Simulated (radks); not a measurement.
The numbers below are computed, except where a source is named.
Spherical jellium clusters: N electrons in a uniform positive sphere of charge N and radius rs N^(1/3), rs = 2.66 bohr. Level of theory: non-relativistic Kohn-Sham, LDA (Slater exchange, Perdew-Wang correlation), spin-polarised, spherical densities (a radial shooting solver with Libxc functionals). Levels are named by radial order and angular momentum (1s, 1p, 1d, 2s, ...), and open shells are averaged over m.

N = 32, configuration 1s2 1p6 1d10 2s2 1f(up 7, down 5). This is the lowest configuration that the search found. Occupied and some empty levels:

level,occupation,eigenvalue (eV),<r> (bohr)
1s up,1,-9.0990,4.722
1s down,1,-9.0179,4.653
1p up,3,-7.5262,5.887
1p down,3,-7.4003,5.853
1d up,5,-5.7309,6.676
1d down,5,-5.5850,6.669
2s up,1,-5.3058,5.691
2s down,1,-5.2197,5.735
1f up,7,-3.7266,7.352
1f down,5,-3.5769,7.366
2p up,0,-3.0306,6.827
2p down,0,-2.9530,6.860
1g up,0,-1.5779,8.091
1g down,0,-1.4380,8.137
2d up,0,-1.0354,8.943
2d down,0,-0.96895,9.041

Energy (eV): total -43.0275, kinetic 118.44, external -3874.2, Hartree 1898.6, exchange-correlation -165.66, background 1979.7.

Electron density:

r (bohr),n(r) (e/bohr^3)
0.275,0.01615
0.967,0.01509
1.66,0.01332
2.35,0.01163
3.04,0.01076
3.73,0.01106
4.42,0.01225
5.12,0.01359
5.81,0.01412
6.50,0.01313
7.19,0.01057
7.88,0.007207
8.57,0.004168
9.27,0.002130
9.96,0.001011
10.7,0.0004566
11.3,0.0002010
12.0,0.00008678
12.7,0.00003703
13.4,0.00001551
